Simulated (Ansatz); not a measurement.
Cartesian coordinates (Å):
SMILES: SC(S)(S)S
```xyz
9

S      1.2841    -0.4401     1.2149
C      0.0000     0.0000     0.0000
S      0.4611     1.4108    -1.0562
S     -1.4357     0.3393     1.0687
S     -0.3094    -1.3100    -1.2274
H      2.2381    -0.6524     0.2949
H      0.6489     2.2583    -0.0323
H     -2.2612     0.6370     0.0530
H     -0.6258    -2.2429    -0.3156
```
Charge 0, multiplicity 1.

These are frozen-core CCSD(T)/cc-pVTZ // PBE0-D4/def2-TZVP (Ansatz, a first-principles code) values and carry that method's errors.

HF energy: -1630.36800 Ha
MP2 correlation energy: -0.88927 Ha

### Question
Estimate the CCSD correlation energy, the (T) correction, the total energy and the T1 diagnostic.

### Answer

```
Quantity                         Result
-----------------------  --------------
CCSD correlation energy     -0.94953 Ha
(T) correction              -0.04815 Ha
CCSD(T) total energy     -1631.36567 Ha
T1 diagnostic                     0.012
```
